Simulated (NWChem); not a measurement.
System meant: LiOH cation, doublet; SMILES of the neutral closed-shell parent [Li][OH]

Input file for NWChem:

```
start job
memory heap 200 mb stack 900 mb global 1100 mb
charge 1
geometry units angstroms noautoz
  Li    -0.878441    -0.886055    -0.761150
  O      0.212807     0.362097     0.197004
  H      0.986695     0.419273     0.805683
end
basis spherical
  Li library def2-svp
  O library def2-svp
  H library def2-svp
end
dft
  odft
  mult 2
  xc xpbe96 cpbe96
  iterations 4
  mulliken
end
task dft energy
```

End of the output:

```
     --------------------------
     Expectation value of S2:
     --------------------------
      <S2> =      0.7518 (Exact =     0.7500)

 center of mass
 --------------
 x =  -0.03813855 y =   0.21530600 z =   0.00000000

 moments of inertia (a.u.)
 ------------------
          70.414355165520          -0.000000000000           0.000000000000
          -0.000000000000           1.125075293728           0.000000000000
           0.000000000000           0.000000000000          71.539430459248

     Multipole analysis of the density
     ---------------------------------

     L   x y z        total         alpha         beta         nuclear
     -   - - -        -----         -----         ----         -------
     0   0 0 0      1.000000     -6.000000     -5.000000     12.000000

     1   1 0 0      0.452498      0.288354      0.164144      0.000000
     1   0 1 0      1.852331      1.311949      0.540382     -0.000000
     1   0 0 1     -0.000000     -0.000000     -0.000000      0.000000

     2   2 0 0     -4.626127     -2.981130     -2.668660      1.023663
     2   1 1 0     -1.140543     -0.023136      0.091767     -1.209174
     2   1 0 1     -0.000000     -0.000000     -0.000000      0.000000
     2   0 2 0      5.356847    -14.912714    -14.029478     34.299039
     2   0 1 1      0.000000      0.000000      0.000000      0.000000
     2   0 0 2     -4.280445     -2.708254     -1.572191      0.000000

 ------------------------------------------------------------------------
 dft energy failed                                                                                  0
 ------------------------------------------------------------------------
 ------------------------------------------------------------------------
  current input line :
    21: task dft energy
 ------------------------------------------------------------------------
 ------------------------------------------------------------------------
 This type of error is most commonly associated with calculations not reaching convergence criteria
 ------------------------------------------------------------------------
 For more information see the NWChem manual at https://nwchemgit.github.io

0:dft energy failed:Received an Error in Communication
```

Task: Can this run be used? If not, why, and what is the fix?

Result: The run did not converge; its last values are not results. Cause: the SCF was allowed too few iterations. This input runs:
```
start job
memory heap 200 mb stack 900 mb global 1100 mb
charge 1
geometry units angstroms noautoz
  Li    -0.878441    -0.886055    -0.761150
  O      0.212807     0.362097     0.197004
  H      0.986695     0.419273     0.805683
end
basis spherical
  * library def2-svp
end
dft
  odft
  mult 2
  xc xpbe96 cpbe96
  iterations 150
  mulliken
end
task dft energy
```
It converges to -82.88079 Ha (PBE/def2-SVP, spin-unrestricted).
